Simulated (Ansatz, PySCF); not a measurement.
The pair A = SiH4 (SMILES [SiH4]) (first 5 atoms), B = ClH3Si (SMILES [SiH3]Cl); geometry from B3LYP-D3(BJ)/def2-TZVP.
(charge 0, multiplicity 1):
```xyz
10

Si     0.049     0.006     0.024
H      0.540    -1.388     0.058
H      0.069     0.504    -1.371
H      0.926     0.863     0.852
H     -1.333     0.069     0.546
Si     0.137     1.017     4.022
Cl     0.024    -1.000     3.581
H     -0.860     1.731     3.202
H      1.500     1.488     3.711
H     -0.155     1.188     5.459
```

Correlated levels freeze the cores. CBS(a, b) extrapolates the correlation energy as X⁻³ and adds the Hartree–Fock energy of set b. MP2 and its Hartree–Fock in aug-cc-pV(T+d)Z are density fitted.

Programs: Ansatz (a first-principles code) with Gaussian orbitals; PySCF for the dispersion terms. Values without a source in brackets are computed.

The monomers are drawn apart, rigid, along the line of their centres of mass. Counterpoise-corrected interaction energies (kcal/mol):

```tsv
level	R = 5.247 Å	R = 6.726 Å
PBE-D3(BJ)/def2-TZVPPD	-0.5534	-0.1090
wB97M-V/def2-TZVPPD	-0.4214	-0.0921
MP2/CBS(aug-cc-pV(D+d)Z, aug-cc-pV(T+d)Z) + ΔCCSD(T)/aug-cc-pV(D+d)Z	-0.4115	-0.0885
```

Question: R is the distance of the centres of mass. Find the local exponent m of E ∝ R⁻ᵐ between the two points.

Answer: 
m = ln(E₁/E₂)/ln(R₂/R₁): PBE-D3(BJ)/def2-TZVPPD 6.5; wB97M-V/def2-TZVPPD 6.1; MP2/CBS(aug-cc-pV(D+d)Z, aug-cc-pV(T+d)Z) + ΔCCSD(T)/aug-cc-pV(D+d)Z 6.2. For scale, two fixed dipoles give m = 3, dipole and quadrupole 4, quadrupoles 5, and dispersion or dipole-induced dipole 6 at long range; at these distances several terms mix, and what is left of overlap and damping shifts m, so it need not match one of them.
